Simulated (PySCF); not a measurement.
# Se³⁺ (selenium, charge +3): r2SCAN0 calculation

Configuration: [Ar] 3d10 4s2 4p1, 2P determinant. Computed with PySCF 2.14 in dyall-av2z (16s12p8d, 92 functions), with no relativity, point nucleus.

```
Total energy                                                  : -2399.180 hartree
One-electron energy                                           : -3299.270 hartree
Hartree (Coulomb) energy                                      : 986.203 hartree
Exchange-correlation energy                                   : -86.112 hartree
Kinetic energy                                                : 2397.89813 hartree
⟨S²⟩                                                          : 0.7543
⟨L²⟩                                                          : 2.013
Sum of ⟨r⟩                                                    : 17.70 bohr
Sum of ⟨r²⟩                                                   : 18.78 bohr²
Traceless quadrupole moment −½Σ⟨3z² − r²⟩ along its main axis : -1.60 e·bohr²
Density at the nucleus (Gaussians lack the cusp)              : 26800 bohr⁻³
Spin density at the nucleus                                   : -0.0523 bohr⁻³
Langevin diamagnetic susceptibility                           : -14.9 ×10⁻⁶ cm³/mol
```

```csv
shell,electrons,mean orbital energy (eV),spread (eV),"rms radius, mean of both spins (bohr)"
1s α,1,-12422.6,0,0.0521
1s β,1,-12422.4,0,0.0521
2s α,1,-1630.6,0,0.217
2s β,1,-1630.6,0,0.217
2p α,3,-1465.1,0.066,0.191
2p β,3,-1465.0,0.287,0.191
3s α,1,-256.16,0,0.625
3s β,1,-256.02,0,0.625
3p α,3,-198.25,0.412,0.641
3p β,3,-198.07,0.799,0.641
3d α,5,-96.283,0.502,0.693
3d β,5,-96.106,0.793,0.693
4s α,1,-50.946,0,1.78
4s β,1,-49.215,0,1.78
4p α,1,-38.728,0,2.02
```
